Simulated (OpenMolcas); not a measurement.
## Yb3+: ligand-field states by method

Yb3+ with 7 ligands (chloride) in pentagonal bipyramidal coordination (D5h) at 2.69 Å, the axial distance 2.932 Å. A charge of +0.571 e stands 3.2 Å behind each ligand. Ligand basis ANO-RCC-VDZP.
```
Yb    0.0000    0.0000    0.0000
Cl    2.6900    0.0000    0.0000
Cl    0.8313    2.5583    0.0000
Cl   -2.1763    1.5811    0.0000
Cl   -2.1763   -1.5811    0.0000
Cl    0.8313   -2.5583    0.0000
Cl    0.0000    0.0000    2.9321
Cl    0.0000    0.0000   -2.9321
```

| Property | Result |
| --- | --- |
| Program | OpenMolcas 26.06 |
| Basis | ANO-RCC-VDZP [7s6p4d2f1g] |
| Scalar Hamiltonian | DKH2, point nucleus |
| Active space | 13 electrons in 7 orbitals (4f) |
| State averaging | 2S+1 = 2 odd, 7 roots |
| Spin-orbit coupling | state interaction with AMFI integrals over the reference wave functions |

I. CASSCF
II. SS-CASPT2, IPEA 0.25 Eh, imaginary shift 0.1 Eh (closed shells correlated: 5s 5p and the ligand valence shells)

Spin-free states in cm-1, each column counted from its own energy of the first state listed:

| State | Degeneracy | I | II |
| --- | --- | --- | --- |
| 2S+1 = 2 | 2 | 0 | 0 |
| 2S+1 = 2 | 2 | 408 | 630 |
| 2S+1 = 2 | 2 | 508 | 610 |
| 2S+1 = 2 | 1 | 525 | 630 |

From I to II, I's first state of the same spin (2S+1 = 2) moves from 408 to 630 cm-1, by about +230 cm-1. In II another state of that kind comes below it.

With spin-orbit coupling the lowest J multiplet is 520 (I), 622 (II) cm-1 wide, a factor of 1.20 from I to II.

χT at 300 K: I 2.47, II 2.39 cm3 K/mol.

Over all roots computed the reference weight is 0.62 to 0.63 in II; a low but even weight reflects the number of correlated electrons. Without dynamic correlation the ligand-field splitting of an f shell can come out too small, at times by half (holds for I). Splittings of an f shell from a small cluster at a set distance can be off by tens of per cent, mostly too small (holds for II). No measured value stands beside these numbers; the geometry is a model, was not optimised and need not be the one that this ion takes.

A state without a sure symmetry label is named by its multiplicity alone.
